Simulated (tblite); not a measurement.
Input of a run (GFN2-xTB geometry optimisation, gas phase (tblite 0.8.0)), started from a force field or distance geometry:
```
{"job": {"kind": "relax", "xc": "GFN2-xTB", "basis": "xTB"}, "charge": 0, "multiplicity": 1}
C      3.971700    -0.503800    -0.172600
O      2.958600     0.405400    -0.526300
Si     1.514700    -0.440300    -0.745100
O      0.343100     0.129900     0.387000
C     -0.898500    -0.326700    -0.028200
C     -1.995100     0.119500     0.906600
C     -3.330900    -0.371600     0.421700
S     -1.973500     1.937700     0.978000
H      3.563000    -1.553300    -0.262500
H      4.239900    -0.266100     0.875200
H      4.782200    -0.380200    -0.896900
H      1.678400    -1.882000    -0.532300
H      1.055300    -0.195900    -2.122700
H     -1.119200     0.103900    -1.047800
H     -0.845100    -1.417000    -0.130400
H     -1.830200    -0.255300     1.958600
H     -3.241100    -1.410300     0.002000
H     -4.021400    -0.440900     1.301900
H     -3.706400     0.324300    -0.335600
H     -1.150700     2.491500    -0.033700
```

Output (eV, eV/Å):
```
step      E/eV     max force
  0    -757.61254    2.791
  1    -758.00345    1.439
  2    -758.16787    1.384
  3    -758.23073    0.881
  4    -758.34181    0.653
  5    -758.38340    0.635
  6    -758.46661    0.594
  7    -758.49907    0.479
  8    -758.52888    0.346
  9    -758.54417    0.299
 10    -758.56041    0.271
 11    -758.57845    0.323
 12    -758.59780    0.343
 13    -758.61543    0.316
 14    -758.63174    0.304
 15    -758.64499    0.240
 16    -758.65527    0.261
 17    -758.66515    0.233
 18    -758.67623    0.319
 19    -758.68993    0.326
 20    -758.70485    0.233
 21    -758.71725    0.239
 22    -758.72638    0.223
 23    -758.73686    0.317
 24    -758.75104    0.321
 25    -758.76622    0.259
 26    -758.78117    0.282
 27    -758.79228    0.319
 28    -758.80581    0.423
 29    -758.81970    0.255
 30    -758.83679    0.193
 31    -758.84112    0.172
 32    -758.84782    0.156
 33    -758.85311    0.134
 34    -758.85846    0.119
 35    -758.86210    0.125
 36    -758.86552    0.126
 37    -758.86919    0.128
 38    -758.87289    0.130
 39    -758.87621    0.140
 40    -758.87826    0.103
 41    -758.88049    0.112
 42    -758.88279    0.104
 43    -758.88509    0.118
 44    -758.88726    0.125
 45    -758.88953    0.102
 46    -758.89189    0.105
 47    -758.89443    0.120
 48    -758.89726    0.137
 49    -758.90063    0.140
 50    -758.90461    0.150
 51    -758.90914    0.144
 52    -758.91308    0.181
 53    -758.91612    0.225
 54    -758.91929    0.179
 55    -758.92271    0.144
 56    -758.92598    0.127
 57    -758.92811    0.139
 58    -758.93216    0.125
 59    -758.93595    0.124
 60    -758.93911    0.163
 61    -758.94059    0.157
 62    -758.94321    0.113
 63    -758.94566    0.135
 64    -758.94854    0.139
 65    -758.95107    0.095
 66    -758.95300    0.063
 67    -758.95398    0.050
 68    -758.95439    0.035
 69    -758.95463    0.030
 70    -758.95476    0.049
 71    -758.95488    0.024
 72    -758.95495    0.022
 73    -758.95502    0.025
 74    -758.95517    0.029
 75    -758.95535    0.028
 76    -758.95552    0.028
 77    -758.95565    0.030
 78    -758.95577    0.032
 79    -758.95592    0.035
 80    -758.95609    0.033
 81    -758.95625    0.030
 82    -758.95639    0.033
 83    -758.95656    0.029
 84    -758.95680    0.026
 85    -758.95709    0.032
 86    -758.95733    0.039
 87    -758.95752    0.040
 88    -758.95773    0.033
 89    -758.95797    0.023
 90    -758.95819    0.024
 91    -758.95836    0.032
 92    -758.95851    0.036
 93    -758.95871    0.036
 94    -758.95893    0.030
 95    -758.95911    0.033
 96    -758.95923    0.033
 97    -758.95935    0.032
 98    -758.95951    0.030
 99    -758.95972    0.032
100    -758.95991    0.031
101    -758.96005    0.034
102    -758.96018    0.034
103    -758.96034    0.033
104    -758.96054    0.028
105    -758.96073    0.029
106    -758.96090    0.030
107    -758.96108    0.029
108    -758.96128    0.031
109    -758.96147    0.031
110    -758.96164    0.036
111    -758.96180    0.036
112    -758.96201    0.032
113    -758.96232    0.038
114    -758.96273    0.042
115    -758.96318    0.043
116    -758.96361    0.035
117    -758.96396    0.030
118    -758.96420    0.034
119    -758.96433    0.028
120    -758.96444    0.020
121    -758.96450    0.016
122    -758.96453    0.014
123    -758.96458    0.014
124    -758.96464    0.017
125    -758.96470    0.017
126    -758.96475    0.019
127    -758.96481    0.019
128    -758.96488    0.019
129    -758.96494    0.018
130    -758.96498    0.013
131    -758.96502    0.012
132    -758.96505    0.017
133    -758.96510    0.023
134    -758.96516    0.023
135    -758.96522    0.016
136    -758.96527    0.014
137    -758.96530    0.014
138    -758.96534    0.016
139    -758.96538    0.018
140    -758.96541    0.012
141    -758.96544    0.010
142    -758.96546    0.008
```

Q: Summarise the run.

A: The energy falls by 31.2 kcal/mol over 142 L-BFGS steps, the largest force on an atom goes from 2.79 to 0.008 eV/Å, and the atoms move by 0.601 Å rms after alignment. The bond that changes most is Si3–O4 (oxygen-bound silicon to silyl ether oxygen), which shortens by 0.113 Å. Bonds longer at the end by more than 0.005 Å: 3 of 19; shorter: 12. Among the angles that change most is Si3–O4–C5, from 107.6° to 126.1°. Among the dihedrals that turn most is H10–C1–O2–Si3, from -113° to 180°. The energy never rose by more than 1e-5 eV on the way. The first step brought 29 % of the lowering.

Q: What are the final bond lengths?

A: C1–O2 1.391 Å, O2–Si3 1.611 Å, Si3–O4 1.613 Å, O4–C5 1.391 Å, C5–C6 1.524 Å, C6–C7 1.518 Å, C6–S8 1.839 Å, C1–H9 1.093 Å, C1–H10 1.090 Å, C1–H11 1.093 Å, Si3–H12 1.467 Å, Si3–H13 1.466 Å, C5–H14 1.097 Å, C5–H15 1.098 Å, C6–H16 1.093 Å, C7–H17 1.088 Å, C7–H18 1.087 Å, C7–H19 1.088 Å, S8–H20 1.329 Å. Numbering counts from 1 in the input's order; the species is `CO[SiH2]OC[C@H](C)S`.

The run took 2.0 s of wall time on one thread of an Arm Neoverse N1, no GPU, shared host with 64 logical CPUs at a one-minute load of 56.

Its GFN2-xTB frequencies are all real (lowest 24 cm⁻¹). One conformer, not necessarily the lowest.

All values are computed, not measured.
